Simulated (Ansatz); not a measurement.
**F2HInS: structure from calculated spectroscopic constants**

These gas-phase data were calculated for one isomer of F2HInS at PBE0-D4/def2-SVP (harmonic, unscaled wavenumbers; equilibrium rotational constants with average atomic masses):

| Property | Result |
| --- | --- |
| rotational constants | 4.9, 2.296, 1.563 GHz |
| all wavenumbers above 1500 cm⁻¹ | 2706 |

Candidates:

(1) `F[S][InH][F]`, a singlet
(2) `[F][In]([F])[SH]`, a singlet

Question: Assign the data to one candidate and say why.

Answer: Candidate (2). The band at 2706 cm⁻¹ lies where the S–H stretch is expected; (1) has no mode between 2500 and 2800 cm⁻¹.

The same quantities for all candidates:

```tsv
	rotational constants (GHz)	wavenumbers above 1500 cm⁻¹	E above the lowest, PBE0-D4/def2-SVP (kcal/mol)
(1)	8.023, 1.634, 1.358	1875	50.1
(2)	4.9, 2.296, 1.563	2706	0.0
```

Harmonic stretches to hydrogen usually lie a few per cent above observed fundamentals. Each candidate is one conformer. Atoms past krypton carry core potentials. Programs: Ansatz 0.2.0.
